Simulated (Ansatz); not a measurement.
A short molecular-dynamics run on Cu(NH3)I (CuINH3).

```yaml
crystal:
  periodic: [false, false, false]
  atoms:
    - {symbol: Cu, position_ang: [-0.004219, 0.003736, -1.092950]}
    - {symbol: N, position_ang: [0.002807, -0.002650, 0.860024]}
    - {symbol: H, position_ang: [-0.415504, 0.851223, 1.241720]}
    - {symbol: H, position_ang: [0.954867, -0.067990, 1.233004]}
    - {symbol: H, position_ang: [-0.526357, -0.795175, 1.236428]}
    - {symbol: I, position_ang: [-0.011603, 0.010845, -3.478226]}
basis:
  gaussian: {orbitals: def2-SVP}
hamiltonian: {xc: {name: PBE}, dispersion: d3bjatm}
md: {timestep: 1 fs, n_steps: 15, ensemble: nvt_nose_hoover, temperature: 300, initial_velocities: maxwell_boltzmann, seed: 620}
scf: {omitted_lower_state_checks: [starts]}
```

```sh
$ ansatz run in.yaml --threads 4 --pin off --events-out ev --progress --plain --max-ram 3916MiB
```

```csv
step,time (fs),potential energy (eV),kinetic (eV),T (K),conserved (eV)
0,0.0,-54266.6531,0.1551,300,-54266.4980
1,1.0,-54266.6266,0.1312,254,-54266.4954
2,2.0,-54266.6004,0.1080,209,-54266.4924
3,3.0,-54266.6157,0.1209,234,-54266.4948
4,4.0,-54266.6403,0.1426,276,-54266.4977
5,5.0,-54266.6304,0.1337,259,-54266.4967
6,6.0,-54266.5977,0.1038,201,-54266.4940
7,7.0,-54266.5821,0.0893,173,-54266.4929
8,8.0,-54266.6002,0.1056,204,-54266.4947
9,9.0,-54266.6249,0.1275,247,-54266.4976
10,10.0,-54266.6152,0.1181,228,-54266.4974
11,11.0,-54266.5777,0.0845,163,-54266.4934
12,12.0,-54266.5676,0.0752,145,-54266.4927
13,13.0,-54266.5948,0.0987,191,-54266.4965
14,14.0,-54266.6070,0.1097,212,-54266.4978
15,15.0,-54266.5825,0.0877,170,-54266.4954
```

Velocities are drawn at the set temperature; a run this short doesn't reach equilibrium.

In the def2 sets I takes a core potential; there is no spin–orbit coupling.

Frames (Å, forces in eV/Å):

```xyz
6
time=0.0 fs
Cu   -0.004    0.004   -1.093    0.001   -0.001    0.174
N     0.003   -0.003    0.860   -0.001    0.001   -0.433
H    -0.416    0.851    1.242   -0.095    0.194    0.131
H     0.955   -0.068    1.233    0.217   -0.015    0.129
H    -0.526   -0.795    1.236   -0.120   -0.180    0.130
I    -0.012    0.011   -3.478   -0.001    0.001   -0.130
6
time=1.0 fs
Cu   -0.007    0.004   -1.093    0.026    0.007    0.216
N     0.011   -0.003    0.866   -1.093   -0.654   -0.897
H    -0.408    0.837    1.247   -0.335    0.657    0.300
H     0.938   -0.065    1.236    1.255   -0.144    0.525
H    -0.533   -0.803    1.233    0.153    0.133   -0.018
I    -0.011    0.011   -3.479   -0.006    0.000   -0.126
6
time=2.0 fs
Cu   -0.010    0.005   -1.094    0.052    0.015    0.262
N     0.019   -0.003    0.871   -1.729   -0.985   -1.106
H    -0.403    0.828    1.255   -0.427    0.832    0.354
H     0.934   -0.063    1.244    1.742   -0.226    0.722
H    -0.538   -0.809    1.230    0.374    0.364   -0.110
I    -0.010    0.011   -3.479   -0.012   -0.001   -0.121
6
time=3.0 fs
Cu   -0.013    0.006   -1.094    0.080    0.024    0.310
N     0.026   -0.004    0.876   -1.516   -0.845   -0.877
H    -0.403    0.828    1.267   -0.309    0.624    0.248
H     0.946   -0.064    1.260    1.292   -0.224    0.551
H    -0.540   -0.811    1.225    0.471    0.423   -0.113
I    -0.010    0.010   -3.480   -0.017   -0.002   -0.118
6
time=4.0 fs
Cu   -0.016    0.006   -1.094    0.109    0.032    0.357
N     0.032   -0.005    0.880   -0.714   -0.325   -0.373
H    -0.405    0.833    1.281   -0.047    0.165    0.033
H     0.971   -0.066    1.280    0.253   -0.163    0.128
H    -0.537   -0.810    1.219    0.422    0.293   -0.031
I    -0.009    0.010   -3.480   -0.023   -0.002   -0.115
6
time=5.0 fs
Cu   -0.019    0.007   -1.095    0.137    0.040    0.401
N     0.037   -0.007    0.884    0.155    0.343    0.091
H    -0.408    0.840    1.295    0.227   -0.310   -0.190
H     0.998   -0.071    1.302   -0.745   -0.090   -0.299
H    -0.531   -0.806    1.213    0.254    0.020    0.108
I    -0.008    0.010   -3.481   -0.029   -0.003   -0.111
6
time=6.0 fs
Cu   -0.022    0.007   -1.095    0.164    0.048    0.438
N     0.042   -0.009    0.887    0.771    0.903    0.341
H    -0.409    0.845    1.308    0.409   -0.621   -0.342
H     1.018   -0.076    1.320   -1.349   -0.032   -0.582
H    -0.521   -0.802    1.209    0.039   -0.293    0.250
I    -0.008    0.010   -3.481   -0.034   -0.004   -0.106
6
time=7.0 fs
Cu   -0.025    0.008   -1.095    0.188    0.052    0.466
N     0.048   -0.010    0.891    1.000    1.138    0.363
H    -0.405    0.843    1.317    0.452   -0.688   -0.383
H     1.025   -0.081    1.334   -1.479    0.002   -0.679
H    -0.512   -0.800    1.206   -0.122   -0.500    0.332
I    -0.007    0.010   -3.482   -0.039   -0.004   -0.099
6
time=8.0 fs
Cu   -0.027    0.009   -1.095    0.209    0.054    0.485
N     0.054   -0.010    0.896    0.771    0.929    0.175
H    -0.398    0.834    1.323    0.345   -0.498   -0.301
H     1.017   -0.086    1.340   -1.132    0.007   -0.580
H    -0.503   -0.803    1.207   -0.149   -0.487    0.311
I    -0.006    0.010   -3.482   -0.043   -0.004   -0.091
6
time=9.0 fs
Cu   -0.030    0.009   -1.095    0.227    0.053    0.498
N     0.061   -0.010    0.900    0.091    0.331   -0.224
H    -0.387    0.821    1.325    0.109   -0.093   -0.111
H     0.999   -0.092    1.342   -0.332   -0.026   -0.279
H    -0.496   -0.811    1.210   -0.047   -0.261    0.197
I    -0.006    0.009   -3.483   -0.047   -0.004   -0.081
6
time=10.0 fs
Cu   -0.033    0.010   -1.095    0.242    0.051    0.509
N     0.068   -0.009    0.904   -0.862   -0.414   -0.778
H    -0.375    0.807    1.327   -0.186    0.400    0.130
H     0.978   -0.097    1.340    0.752   -0.092    0.163
H    -0.490   -0.822    1.216    0.104    0.058    0.046
I    -0.005    0.009   -3.484   -0.050   -0.004   -0.071
6
time=11.0 fs
Cu   -0.036    0.010   -1.095    0.257    0.048    0.521
N     0.075   -0.008    0.908   -1.646   -0.990   -1.237
H    -0.365    0.797    1.330   -0.409    0.765    0.320
H     0.964   -0.103    1.340    1.640   -0.148    0.533
H    -0.482   -0.831    1.222    0.212    0.328   -0.078
I    -0.005    0.009   -3.484   -0.054   -0.003   -0.061
6
time=12.0 fs
Cu   -0.038    0.011   -1.094    0.271    0.046    0.534
N     0.080   -0.009    0.911   -1.739   -1.171   -1.253
H    -0.359    0.794    1.336   -0.435    0.795    0.355
H     0.966   -0.111    1.345    1.736   -0.118    0.550
H    -0.472   -0.838    1.227    0.223    0.450   -0.134
I    -0.004    0.009   -3.485   -0.057   -0.003   -0.051
6
time=13.0 fs
Cu   -0.041    0.012   -1.094    0.285    0.045    0.546
N     0.084   -0.010    0.913   -1.091   -0.923   -0.784
H    -0.357    0.799    1.345   -0.247    0.468    0.213
H     0.984   -0.120    1.356    0.983    0.018    0.178
H    -0.461   -0.841    1.231    0.130    0.395   -0.112
I    -0.003    0.009   -3.485   -0.060   -0.002   -0.041
6
time=14.0 fs
Cu   -0.044    0.012   -1.093    0.298    0.045    0.557
N     0.088   -0.011    0.914   -0.171   -0.391   -0.161
H    -0.357    0.808    1.356    0.043   -0.033   -0.021
H     1.012   -0.129    1.368   -0.064    0.191   -0.319
H    -0.448   -0.839    1.234   -0.042    0.191   -0.025
I    -0.003    0.009   -3.486   -0.063   -0.002   -0.031
6
time=15.0 fs
Cu   -0.046    0.013   -1.093    0.309    0.044    0.566
N     0.091   -0.013    0.915    0.583    0.189    0.301
H    -0.357    0.817    1.368    0.300   -0.478   -0.238
H     1.039   -0.136    1.377   -0.890    0.325   -0.699
H    -0.435   -0.836    1.237   -0.235   -0.079    0.090
I    -0.002    0.008   -3.486   -0.067   -0.002   -0.020
```

Hardware: 4 threads of Arm Neoverse V2 on a shared host. Wall time 13 s.
